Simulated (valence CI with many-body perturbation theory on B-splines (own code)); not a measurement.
**Level structure of Se+**

Computed by valence CI with perturbative core correlation (CI+MBPT): five valence electrons over a frozen Dirac-Fock core [Ar] 3d10, radial functions for each j: 10 s, 10 p, 9 d, 7 f, 4 g, 2 h, with the one-electron correlation potential Σ1, the two-electron term Σ2, the three-electron term Σ3, Breit, model QED; selected CI, second order for the rest, scaled by the run's own slope (own B-spline code, finite nucleus).

Against 14 measured levels this calculation errs by 163 cm⁻¹ on average and by 326 at most. These come from a selection out of the NIST Handbook of Basic Atomic Spectroscopic Data. Levels without a partner in it may be off by more. Among the levels kept, up to 820 cm⁻¹ of a level comes from second order outside the variational space, and about a tenth of that is noise between levels of different J, which matters for small intervals.

Levels 1 to 45 of 51, with energies above the lowest level, 4s2 4p3 4S°_3/2. "Leading %" is the weight of the configuration and term that name the level; weights of strongly mixed levels are sums over their largest components and can fall short. In the jj column 3d3/2^4 stands for four electrons in 3d with j = 3/2. Lifetimes count E1, E2, E3, M1 and M2 decay at the calculated energies, and are blank where another channel may lead or the interval is too uncertain; long ones can be off by a factor of two.

| No. | Configuration | Term | J | E (cm⁻¹) | Leading % | Second component | Leading jj | Lifetime |
| --- | --- | --- | --- | --- | --- | --- | --- | --- |
| 1 | 4s2 4p3 | 4S° | 3/2 | 0.0 | 94 |  | 4s^2 4p1/2 4p3/2^2 (51 %) |  |
| 2 | 4s2 4p3 | 2D° | 3/2 | 13200 | 89 | 5 % 4s2 4p3 2P° | 4s^2 4p1/2 4p3/2^2 (43 %) | 3.63 s |
| 3 | 4s2 4p3 | 2D° | 5/2 | 13809 | 94 |  | 4s^2 4p1/2 4p3/2^2 (94 %) | 59.0 s |
| 4 | 4s2 4p3 | 2P° | 1/2 | 23086 | 94 |  | 4s^2 4p1/2 4p3/2^2 (94 %) | 314 ms |
| 5 | 4s2 4p3 | 2P° | 3/2 | 23923 | 88 | 5 % 4s2 4p3 2D° | 4s^2 4p3/2^3 (68 %) | 132 ms |
| 6 | 4s 4p4 | 4P | 5/2 | 83566 | 78 | 14 % 4s2 4p2 4d 4P | 4s 4p1/2^2 4p3/2^2 (58 %) | 46.7 ns |
| 7 | 4s 4p4 | 4P | 3/2 | 85259 | 78 | 15 % 4s2 4p2 4d 4P | 4s 4p1/2 4p3/2^3 (67 %) | 51.4 ns |
| 8 | 4s 4p4 | 4P | 1/2 | 86112 | 77 | 15 % 4s2 4p2 4d 4P | 4s 4p3/2^4 (30 %) | 56.6 ns |
| 9 | 4s2 4p2 5s | 4P | 1/2 | 95149 | 87 |  | 4s^2 4p1/2^2 5s (61 %) | 1.13 ns |
| 10 | 4s2 4p2 5s | 4P | 3/2 | 96633 | 89 |  | 4s^2 4p1/2 4p3/2 5s (90 %) | 1.12 ns |
| 11 | 4s2 4p2 5s | 4P | 5/2 | 98552 | 90 |  | 4s^2 4p1/2 4p3/2 5s (47 %) | 1.07 ns |
| 12 | 4s2 4p2 5s | 2P | 1/2 | 98766 | 80 | 7 % 4s2 4p2 4d 2P | 4s^2 4p1/2 4p3/2 5s (72 %) | 700 ps |
| 13 | 4s2 4p2 5s | 2P | 3/2 | 100056 | 31 | 23 % 4s2 4p2 4d 2P | 4s^2 4p1/2 4p3/2 5s (19 %) | 2.03 ns |
| 14 | 4s2 4p2 5s | 2P | 3/2 | 101105 | 34 | 31 % 4s 4p4 2D | 4s^2 4p1/2 4p3/2 5s (24 %) | 1.49 ns |
| 15 | 4s 4p4 | 2D | 5/2 | 101301 | 55 | 33 % 4s2 4p2 4d 2D | 4s 4p1/2 4p3/2^3 (42 %) | 138 ns |
| 16 | 4s2 4p2 4d | 4F | 3/2 | 104369 | 82 |  | 4s^2 4p1/2 4p3/2 4d3/2 (40 %) | 28.8 ns |
| 17 | 4s2 4p2 4d | 2P | 3/2 | 104562 | 44 | 17 % 4s2 4p2 5s 2P | 4s 4p1/2 4p3/2^3 (14 %) | 1.73 ns |
| 18 | 4s2 4p2 4d | 4F | 5/2 | 104932 | 85 | 5 % 4s2 4p2 4d 4D | 4s^2 4p1/2 4p3/2 4d3/2 (48 %) | 63.7 ns |
| 19 | 4s2 4p2 4d | 2P | 1/2 | 105634 | 61 | 10 % 4s 4p4 2P | 4s^2 4p1/2 4p3/2 4d3/2 (33 %) | 2.58 ns |
| 20 | 4s2 4p2 4d | 4F | 7/2 | 105885 | 87 | 5 % 4s2 4p2 4d 4D | 4s^2 4p1/2 4p3/2 4d5/2 (66 %) | 89.7 ns |
| 21 | 4s2 4p2 4d | 4F | 9/2 | 107220 | 90 |  | 4s^2 4p3/2^2 4d5/2 (49 %) | 1.24 s |
| 22 | 4s2 4p2 5s | 2D | 5/2 | 108245 | 77 | 7 % 4s2 4p2 4d 2F | 4s^2 4p3/2^2 5s (40 %) | 960 ps |
| 23 | 4s2 4p2 5s | 2D | 3/2 | 108345 | 82 | 5 % 4s2 4p2 5s 2P | 4s^2 4p3/2^2 5s (52 %) | 893 ps |
| 24 | 4s2 4p2 4d | 2F | 5/2 | 108539 | 52 | 26 % 4s2 4p2 4d 4D | 4s^2 4p1/2 4p3/2 4d3/2 (47 %) | 4.30 ns |
| 25 | 4s2 4p2 4d | 4D | 1/2 | 109143 | 85 | 6 % 4s2 4p2 4d 2P | 4s^2 4p1/2 4p3/2 4d3/2 (53 %) | 16.4 ns |
| 26 | 4s2 4p2 4d | 4D | 7/2 | 109186 | 57 | 31 % 4s2 4p2 4d 2F | 4s^2 4p1/2 4p3/2 4d5/2 (51 %) | 166 ns |
| 27 | 4s2 4p2 4d | 4D | 3/2 | 109210 | 86 |  | 4s^2 4p1/2 4p3/2 4d5/2 (29 %) | 13.1 ns |
| 28 | 4s2 4p2 4d | 4D | 5/2 | 109976 | 56 | 32 % 4s2 4p2 4d 2F | 4s^2 4p1/2 4p3/2 4d5/2 (51 %) | 6.60 ns |
| 29 | 4s2 4p2 4d | 2F | 7/2 | 112070 | 60 | 30 % 4s2 4p2 4d 4D | 4s^2 4p3/2^2 4d5/2 (80 %) | 9.01 ns |
| 30 | 4s2 4p2 5p | 2S° | 1/2 | 112836 | 66 | 14 % 4s2 4p2 5p 4D° | 4s^2 4p1/2^2 5p1/2 (42 %) | 14.3 ns |
| 31 | 4s2 4p2 5p | 4D° | 1/2 | 114092 | 75 | 17 % 4s2 4p2 5p 2S° | 4s^2 4p1/2 4p3/2 5p1/2 (43 %) | 11.0 ns |
| 32 | 4s2 4p2 5p | 4D° | 3/2 | 114509 | 78 | 9 % 4s2 4p2 5p 4P° | 4s^2 4p1/2^2 5p3/2 (44 %) | 9.58 ns |
| 33 | 4s2 4p2 5p | 4D° | 5/2 | 115858 | 83 | 8 % 4s2 4p2 5p 4P° | 4s^2 4p1/2 4p3/2 5p3/2 (79 %) | 9.45 ns |
| 34 | 4s2 4p2 5p | 4P° | 3/2 | 116572 | 36 | 20 % 4s2 4p2 5p 4S° | 4s^2 4p1/2 4p3/2 5p1/2 (45 %) | 8.17 ns |
| 35 | 4s2 4p2 5p | 4P° | 1/2 | 117197 | 85 |  | 4s^2 4p1/2 4p3/2 5p3/2 (47 %) | 8.27 ns |
| 36 | 4s2 4p2 5p | 2D° | 3/2 | 117532 | 65 | 16 % 4s2 4p2 5p 4S° | 4s^2 4p1/2 4p3/2 5p3/2 (83 %) | 9.19 ns |
| 37 | 4s2 4p2 5p | 4D° | 7/2 | 117581 | 90 |  | 4s^2 4p1/2 4p3/2 5p3/2 (47 %) | 9.48 ns |
| 38 | 4s2 4p2 5p | 4P° | 5/2 | 118195 | 51 | 32 % 4s2 4p2 5p 2D° | 4s^2 4p1/2 4p3/2 5p1/2 (42 %) | 9.52 ns |
| 39 | 4s2 4p2 4d | 2S | 1/2 | 118300 | 49 | 31 % 4s 4p4 2S | 4s^2 4p1/2 4p3/2 4d5/2 (18 %) | 2.59 ns |
| 40 | 4s2 4p2 4d | 4P | 5/2 | 118971 | 74 | 12 % 4s 4p4 4P | 4s^2 4p1/2 4p3/2 4d5/2 (33 %) | 138 ps |
| 41 | 4s2 4p2 5p | 4S° | 3/2 | 119092 | 53 | 35 % 4s2 4p2 5p 4P° | 4s^2 4p3/2^2 5p1/2 (33 %) | 6.45 ns |
| 42 | 4s2 4p2 4d | 4P | 3/2 | 119932 | 74 | 12 % 4s 4p4 4P | 4s^2 4p1/2 4p3/2 4d3/2 (30 %) | 134 ps |
| 43 | 4s2 4p2 4d | 2G | 7/2 | 120125 | 88 |  | 4s^2 4p1/2 4p3/2 4d3/2 (46 %) | 6.44 ns |
| 44 | 4s2 4p2 5p | 2D° | 5/2 | 120172 | 58 | 31 % 4s2 4p2 5p 4P° | 4s^2 4p3/2^2 5p3/2 (57 %) | 9.30 ns |
| 45 | 4s2 4p2 4d | 2G | 9/2 | 120354 | 91 |  | 4s^2 4p1/2 4p3/2 4d5/2 (50 %) | 1.34 ms |

Names give the largest LS component (configuration and term), which can be under half, so a name can repeat, a term be missing and a line seem to break the LS rules; names also repeat where a configuration has a term twice.

Where two levels of one J and parity lie close, their mixing, g and order are uncertain.

The ionisation energy to 4s2 4p2 3P_0 of the next ion comes out as 21.132 eV (NIST: 21.196 ± 0.01 eV (measured), further off than twice its uncertainty). All 51 levels together are meant to be complete up to 124164 cm⁻¹.
